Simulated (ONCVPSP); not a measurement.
**Sb (Z = 51), ONCV: configuration errors across variants**

```json
{
  "Element": "Sb (Z = 51)",
  "Generator": "ONCVPSP 4.0.1",
  "Type": "optimised norm-conserving Vanderbilt (ONCV)",
  "Functional": "LDA (Perdew-Wang 92)",
  "Relativity": "scalar-relativistic",
  "Frozen core": "[Ar] 3d10",
  "Valence charge": "23",
  "Reference configuration": "4s2 4p6 4d10 5s2 5p3",
  "Partial waves": "4s+5s: rc 1.50 bohr, ncon 4, nbas 9, qcut 10.1 1/bohr, 2 projectors; 4p+5p: rc 1.55 bohr, ncon 4, nbas 9, qcut 7.8 1/bohr, 3 projectors, debl 1 Ha; 4d: rc 1.15 bohr, ncon 3, nbas 8, qcut 11.1 1/bohr, 3 projectors, debl 1 Ha; f scattering state at 0.36 Ha: rc 1.50 bohr, ncon 3, nbas 7, qcut 6.9 1/bohr, 2 projectors, debl 0.4 Ha",
  "Local potential": "polynomial inside 0.85 bohr (lpopt 5, dvloc0 0 Ha)",
  "Core correction": "none"
}
```

In the d channel the program set the typed energies aside and used -1.233, 0.250, 1.250 Ha.

All-electron excitation energies from the reference (eV): (1) 4s2 4p6 4d10 5s2 5p2 8.515; (2) 4s2 4p6 4d10 5s2 5p1 24.762; (3) 4s2 4p6 4d10 5s2 5p0 49.542; (4) 4s2 4p5 4d10 5s2 5p3 109.784.

Errors AE − PS in meV (a dash: test not solved or not reliable):

| change | (1) | (2) | (3) | (4) | bound ghosts | GHOST(+) flags above zero |
| --- | --- | --- | --- | --- | --- | --- |
| base | -1.9 | -5.7 | -12 | -102 | none | s |
| local potential polynomial inside 0.85 bohr (lpopt 5, dvloc0 -2 Ha) | -1.9 | -5.7 | -12 | -101 | none | s |
| local potential polynomial inside 0.85 bohr (lpopt 5, dvloc0 -1 Ha) | -1.9 | -5.7 | -12 | -102 | none | s |
| local potential polynomial inside 0.85 bohr (lpopt 5, dvloc0 1 Ha) | -1.9 | -5.7 | -12 | -102 | none | s |
| local potential polynomial inside 0.85 bohr (lpopt 5, dvloc0 2.5 Ha) | -1.9 | -5.7 | -12 | -102 | none | s |
| local potential polynomial inside 0.85 bohr (lpopt 5, dvloc0 4.5 Ha) | -1.9 | -5.8 | -12 | -103 | none | s |
| local potential polynomial inside 0.85 bohr (lpopt 5, dvloc0 5.5 Ha) | -1.9 | -5.8 | -12 | -103 | none | s |
| local potential polynomial inside 0.85 bohr (lpopt 5, dvloc0 7.5 Ha) | -1.9 | -5.8 | -12 | -103 | none | s |
| local potential polynomial inside 0.85 bohr (lpopt 5, dvloc0 9.5 Ha) | -1.9 | -5.7 | -12 | -102 | none | s, d |

(1) Give the same row for: local potential polynomial inside 0.85 bohr (lpopt 5, dvloc0 7 Ha).

## Answers

(1) -1.9, -5.8, -12, -103; bound ghosts: none; GHOST(+) flags above zero: s.
